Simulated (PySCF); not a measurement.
C₃H₄BF₃, SMILES C/C(=C/F)B(F)F. Atoms are numbered in the order given.

```xyz
11

C      2.0216    -0.5499     0.2643
C      0.6817     0.1199     0.0574
C      0.6175     1.4485    -0.0882
F     -0.5185     2.1140    -0.2753
B     -0.6019    -0.7608     0.0180
F     -0.4919    -2.0788     0.1599
F     -1.8244    -0.2820    -0.1490
H      2.0432    -1.1010     1.2180
H      2.8480     0.1778     0.2728
H      2.2220    -1.2838    -0.5324
H      1.4844     2.1217    -0.0697
```
Charge 0, spin multiplicity 1.

Geometry optimised at ωB97X-D3(BJ)/def2-SVP. The structure was generated by enumeration; whether it is a known compound was not checked. Other conformers were not sampled.

Two levels are set side by side: PBE/pcSseg-1 (PySCF) and B3LYP/pcSseg-1 (PySCF). GIAO shifts against BF3 (¹¹B), CFCl3 (¹⁹F), TMS (¹H), TMS (¹³C) at the same level; non-relativistic, no solvent, atoms listed together averaged. Differences are taken from unrounded values.

| quantity | B3LYP | PBE | PBE minus B3LYP |
|---|---|---|---|
| δ(¹³C) of C1 (ppm) | 17.5 | 17.7 | 0.2 |
| δ(¹³C) of C2 (ppm) | 113.4 | 111.5 | -1.9 |
| δ(¹³C) of C3 (ppm) | 177.2 | 174.5 | -2.6 |
| δ(¹⁹F) of F4 (ppm) | -87.1 | -89.2 | -2.1 |
| δ(¹¹B) of B5 (ppm) | 12.9 | 11.9 | -1.0 |
| δ(¹H) of H11 (ppm) | 7.41 | 7.45 | 0.04 |

Rough cost on one machine, each run with all the roots and properties that it gave: B3LYP against PBE within a factor of 2.
